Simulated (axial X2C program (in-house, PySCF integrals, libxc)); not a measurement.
# Outer orbitals of NbF⁺ at 1.787 Å, PBE0

All values were computed with an in-house relativistic program for diatomic molecules. Spin-free means the one-electron spin-free X2C Hamiltonian; two-component (2c) means X2C with spin–orbit coupling and atomic mean-field two-electron Coulomb and Gaunt terms, so the difference of the two also holds small scalar two-electron terms. Basis: Nb dyall-cv3z [11s12p9d5f3g], F dyall-av3z [7s6p3d2f] (cores contracted in-house); Gaussian nuclei, density fitting, unrestricted open shells. Masses: Nb 92.906 u, F 18.998 u.

The distance is close to the 2c PBE0 minimum; the highest filled and lowest empty levels are listed.

Spin-free orbitals, state M_S = 3/2, Λ = 0 (beyond evenly filled blocks: σα, δ+α, δ-α) (Löwdin shares):

```tsv
symmetry	occupied	ε (eV)	atomic character
σα	yes	-19.77	77% F p, 16% Nb d, 2% F s
σβ	yes	-19.54	81% F p, 12% Nb d
π-β	yes	-19.03	84% F p, 9% Nb d, 3% Nb f
π+β	yes	-19.03	84% F p, 9% Nb d, 3% Nb f
π+α	yes	-18.95	82% F p, 11% Nb d, 3% Nb f
π-α	yes	-18.95	82% F p, 11% Nb d, 3% Nb f
δ+α	yes	-13.37	99% Nb d
δ-α	yes	-13.37	99% Nb d
σα	yes	-12.33	42% Nb s, 40% Nb d, 13% F p
π+α	no	-9.57	81% Nb d, 8% F p, 5% Nb p
π-α	no	-9.57	81% Nb d, 8% F p, 5% Nb p
π-β	no	-8.40	84% Nb d, 6% F p, 3% Nb p
π+β	no	-8.40	84% Nb d, 6% F p, 3% Nb p
```

Spinors with spin–orbit coupling (state Ω = 3/2):

```csv
ω,occupied,ε (eV),atomic character,λ mixture
1/2,yes,-19.77,"77% F p, 17% Nb d, 2% F s",100% σ
-1/2,yes,-19.53,"81% F p, 12% Nb d",100% σ
1/2,yes,-19.05,"84% F p, 9% Nb d, 3% Nb f",100% π
-3/2,yes,-19.01,"84% F p, 9% Nb d, 3% Nb f",100% π
-1/2,yes,-18.97,"82% F p, 11% Nb d, 3% Nb f",100% π
3/2,yes,-18.93,"82% F p, 11% Nb d, 3% Nb f",100% π
-3/2,yes,-13.44,99% Nb d,100% δ
5/2,yes,-13.29,99% Nb d,100% δ
1/2,yes,-12.33,"42% Nb s, 41% Nb d, 13% F p",100% σ
-1/2,no,-9.61,"81% Nb d, 8% F p, 5% Nb p",100% π
3/2,no,-9.53,"81% Nb d, 8% F p, 5% Nb p",100% π
1/2,no,-8.45,"80% Nb d, 6% F p, 5% Nb p","94% π, 6% σ"
-3/2,no,-8.36,"84% Nb d, 6% F p, 3% Nb p",100% π
```

Task: How does the gap between the highest filled and lowest empty level change from the spin-free to the 2c table?

Result: From 2.76 to 2.72 eV at PBE0, a change of -0.04 eV.

Mulliken charges and populations of the two-component result (they depend on the basis, above all on diffuse functions):

Nb 1.34 e (s 8.53 p 18.00 d 13.06 f 0.05 g 0.01), F -0.34 e (s 3.97 p 5.34 d 0.03). ⟨Lz⟩ = 0.00 ħ and ⟨Sz⟩ = 1.50 ħ (1.51 and -0.01 on the two atoms), which add up to Ω.

The state is a single determinant with fixed occupations, the lowest that a limited PBE0 search found. Density functionals use the spin component along the axis (collinear). Other states lie close and PBE0, whose exact exchange favours high spin, may order them wrongly; the determinant shown need not be the ground state. The nearest other spin-free determinant of the search, M_S = 3/2, Λ = 1, lies 0.12 eV up at the distance of the search. With several unpaired electrons one determinant need not be a pure state. A state of lower Ω lies just above, and one determinant can place such states too high, so the state shown need not be the lowest. The search has Ω = 1/2 only 0.08 eV up. This is the top spin component of a Σ state; components of lower Ω are not single determinants and can lie lower.
